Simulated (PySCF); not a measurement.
Xe⁺: excitation energy

Xe⁺ [Kr] 4d10 5s2 5p5 (2P) → Xe⁺ [Kr] 4d10 5s2 5p4 6s1 (4P), as a difference of total energies. All numbers are calculated (PySCF 2.14, scalar relativity through the core potential, in aug-cc-pVTZ-PP with one added diffuse shell each of d, f type with ECP28MDF (6s5p5d3f, 67 functions)). Correlated levels: valence: 4s2 4p6 4d10 frozen. The calculations carry no spin-orbit coupling.

| method | excitation energy (eV) |
| --- | --- |
| UHF | 11.193 |
| LDA | 11.577 |
| PBE | 11.406 |
| PBE0 | 11.592 |
| r2SCAN | 11.806 |
| PW91 | 11.445 |
| M06 | 11.701 |
| B97-3 | 11.806 |
| PBEsol | 11.477 |
| MP2 (valence) | 11.472 |
| SCS-MP2 (valence) | 11.607 |

How much does correlation contribute at MP2 (valence)?

11.472 − (11.193) = 0.279 eV, measured against UHF.

Errors of the correlated levels include the incompleteness of this basis and the frozen core.

The promoted electron is Rydberg-like, and one or two diffuse shells describe it only roughly, which tends to raise the upper state.

For comparison: 11.353 eV (measured; NIST levels, between the centres of gravity of the two terms).
